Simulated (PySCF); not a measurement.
**Calculated NMR parameters of CC1=C[SiH2]C=C1F**

- Formula: C5H7FSi
- SMILES: CC1=C[SiH2]C=C1F
- Point group of the computed structure: Cs
- Degrees of unsaturation: 3
- Carbon signals: 5
- Proton signals: 4

Molfile (atoms numbered from 1):
```
C5H7FSi
     RDKit          3D

 14 14  0  0  0  0  0  0  0  0999 V2000
    2.1150    0.0215    0.1663 C   0  0  0  0  0  0  0  0  0  0  0  0
    0.6301   -0.0785    0.0740 C   0  0  0  0  0  0  0  0  0  0  0  0
   -0.1296   -1.1495    0.3451 C   0  0  0  0  0  0  0  0  0  0  0  0
   -1.9490   -0.7468    0.0700 Si  0  0  0  0  0  4  0  0  0  0  0  0
   -1.4669    1.0009   -0.4351 C   0  0  0  0  0  0  0  0  0  0  0  0
   -0.1402    1.0924   -0.3534 C   0  0  0  0  0  0  0  0  0  0  0  0
    0.5480    2.2189   -0.6442 F   0  0  0  0  0  0  0  0  0  0  0  0
    2.5322    0.2825   -0.8065 H   0  0  0  0  0  0  0  0  0  0  0  0
    2.3939    0.8131    0.8625 H   0  0  0  0  0  0  0  0  0  0  0  0
    2.5478   -0.9181    0.5001 H   0  0  0  0  0  0  0  0  0  0  0  0
    0.3052   -2.0801    0.6697 H   0  0  0  0  0  0  0  0  0  0  0  0
   -2.7500   -0.7784    1.2933 H   0  0  0  0  0  0  0  0  0  0  0  0
   -2.5552   -1.5063   -1.0227 H   0  0  0  0  0  0  0  0  0  0  0  0
   -2.0820    1.8278   -0.7412 H   0  0  0  0  0  0  0  0  0  0  0  0
  1  2  1  0
  2  3  2  0
  3  4  1  0
  4  5  1  0
  5  6  2  0
  6  7  1  0
  6  2  1  0
  1  8  1  0
  1  9  1  0
  1 10  1  0
  3 11  1  0
  4 12  1  0
  4 13  1  0
  5 14  1  0
M  END
```

PySCF 2.14.0 with density-fitted response routines calculation with GFN2-xTB geometry and GIAO PBE0/pcSseg-1 shieldings; fast rotation and ring inversion assumed for equivalent nuclei, relativity neglected, gas phase, one conformer.

Scale: $^{1}$H, $^{13}$C, $^{29}$Si against TMS; $^{19}$F vs CFCl3 (reference shieldings calculated alike).

```tsv
carbon	δC, type	δH (multiplicity)	HMBC from (2–3 bonds)	span of the C tensor (ppm)
C1	21.2, CH3	2.20 (s)	H11	32
C2	162.2, C	–	H11, H14, H12/H13, H8/H9/H10	233
C3	129.2, CH	5.91 (m)	H14, H12/H13, H8/H9/H10	205
C5	99.7, CH	5.09 (m)	H11, H12/H13	167
C6	180.8, C	–	H11, H14, H12/H13, H8/H9/H10	167
```

Other nuclei:
| atoms | nucleus | environment | δ (ppm) | σ (ppm) |
| --- | --- | --- | --- | --- |
| H12/H13 | $^{1}$H | hydrogen on a silicon bonded to 2 C, in a 5-membered ring | 4.56 | 27.16 |
| F7 | $^{19}$F | vinylic fluorine | -89.1 | 260.1 |
| Si4 | $^{29}$Si | silicon bonded to 2 C, 2 H, in a 5-membered ring | -54.0 | 403.2 |

1. Carbon types of the structure: 2 × C, 2 × CH, 1 × CH3, leaving 2 H on heteroatoms.
2. δC 180.8, 162.2: fully substituted alkene carbon.
3. δC 129.2, 99.7: alkene CH.
4. δC 21.2: allylic methyl carbon; aliphatic region, no heteroatom directly attached.
5. δH 5.91, 5.09: hydrogen on an alkene CH; attached to an sp2 carbon and in the plane of the double bond.
6. δH 2.20: hydrogen on an allylic methyl carbon; allylic position.

Splittings by $^{19}$F in the carbon and heteronuclear signals aren't shown, as no couplings were computed. Shifts are as computed. Against solution values, carbons near 30 ppm lie about +3 ppm off and those near 130 ppm about +5 ppm. Of 1211 compounds with measured shifts, 218 miss one by over three times the rms of a fit or turn the order of signals round; such compounds aren't used in these exercises. Unscaled 19F shifts against computed CFCl3 carry errors that often reach 10 to 50 ppm. Multiplicities follow the n + 1 count of equivalent neighbours, as no J values were calculated; m marks all less simple cases, F and P coupling included.
